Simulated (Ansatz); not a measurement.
Which method gave which barrier?

Saddle point of SiHBrCl2, closed shell (SiBrCl + HCl → SiCl₂ + HBr; bonds formed: Si1–Cl4, Br2–H3; bonds broken: Si1–Br2, H3–Cl4), PBE0-D4/def2-TZVP structure:

```xyz
5
angstrom
Si 0.5054 0.8467 -0.7260
Br 0.1762 -1.7172 -0.7120
H 0.3046 -0.9298 0.7476
Cl 0.5068 0.4066 1.5865
Cl -1.4930 1.3936 -0.8960
```

Computed with Ansatz 0.2.0 (basis: def2-TZVPP, with def2-QZVPP for the basis limit); correlated methods freeze the cores. Filled d shells of the heavier atoms are correlated. The def2 sets are not built for correlating such inner shells, so the correlated values are less sure here. Extrapolation: Hartree–Fock as exp(−7.88 √X), correlation as X^−2.97. Four methods, as single points on the PBE0-D4 structures, gave these electronic barriers from the start structure: 14.2, 22.5, 39.4, 96.7 kJ/mol.

(1) The methods were, in alphabetical order, HF, MP2, PBE-D4, r2SCAN-D4. Which gave which? (Judge from chemistry; the calculation decides.)

T1 diagnostic: at most 0.011.

## Answers

(1) Computed: PBE-D4 14.2; r2SCAN-D4 22.5; MP2 39.4; HF 96.7 kJ/mol. For comparison, CCSD(T) at an estimated basis limit (MP2 extrapolated from triple and quadruple zeta, plus CCSD(T) − MP2 in triple zeta) gives 46.0 kJ/mol.

For scale, one of the runs: CCSD(T)/def2-TZVPP, 188 basis functions (an equivalent command: `ansatz run in.yaml --threads 4`). The run took 56 s on 4 CPU threads (shared host), with 1.8 GiB of host memory at its peak.
